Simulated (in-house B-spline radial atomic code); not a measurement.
## RPA and G0W0 on PBE0: the strontium ion Sr⁺

Configuration [Kr] 5s1, highest spin, mean-field start PBE0. Computed with a B-spline radial code for spherical atoms: all electrons, non-relativistic, point nucleus, each spin shell either full or empty, empty states to l = 9 with an (l + 1/2)⁻⁴ tail; G0W0 by contour deformation at full frequency.

Without relativity these are model numbers: it shifts the levels of so heavy an element strongly and can reorder them.

Command:
```bash
python run_gw.py task.json out
```
Settings (radii: box in bohr, nucleus in fm):
```
Z                        38
electrons                37
configuration            [Kr] 5s1
hamiltonian              nr
method                   pbe0
lmax                     9
spin_polarised           True
box_radius               23.78
intervals                54
ion_configuration        [Ar] 3d10 4s2 4p6
```

Cost of the run: 4.7 s on 1 thread of Intel(R) Xeon(R) Platinum 8375C CPU @ 2.90GHz (Ice Lake) (shared host).

Energies (hartree):

```csv
term,value
mean-field total,-3132.85200
Hartree-Fock functional on these orbitals,-3131.36040
direct second order,-2.9984
second-order exchange,0.86764
SOSEX correction,0.80147
```

Task: What is the RPA correlation energy, and what remains with SOSEX?

Result: RPA gives -2.6282 hartree (-1.93 eV per electron); RPA + SOSEX gives -1.8267, and the second-order doubles -2.1308 hartree (no singles). SOSEX takes back 30 % of the RPA value.

Quasi-particle levels (eV):

```
  level  occupied  mean field  Σx - vxc     Σc  QP weight    G0W0
  5s up       yes      -9.097     -1.19      ?          ?       ?
5s down        no      -6.832      2.77  -1.72      0.854  -5.785
```

G0W0 = mean field + (Σx - vxc) + Σc, with Σc (partial-wave tail included) taken at the quasi-particle energy. Only the outer levels were computed. Levels of low weight are left out.

Task: Where does G0W0 put 5s up?

Result: At -11.297 eV, with Σc = -1.01 eV and a quasi-particle weight of 0.926. The tabulated removal energy is 11.030 eV (NIST, measured); the calculation leaves out relativity, Breit and QED terms, and what these don't explain is the method's own error.

Task: What does it cost to remove one electron (to [Ar] 3d10 4s2 4p6) by differences of total energies, each species on its own start (correlation terms add to the Hartree-Fock functional)?

Result: PBE0 10.895 eV, Hartree-Fock functional 10.269 eV, + RPA 11.245 eV, + RPA + SOSEX 10.763 eV, + second order 11.129 eV. Tabulated: 11.030 eV (NIST, measured); the calculation leaves out relativity, Breit and QED terms, and what these don't explain is the method's own error.
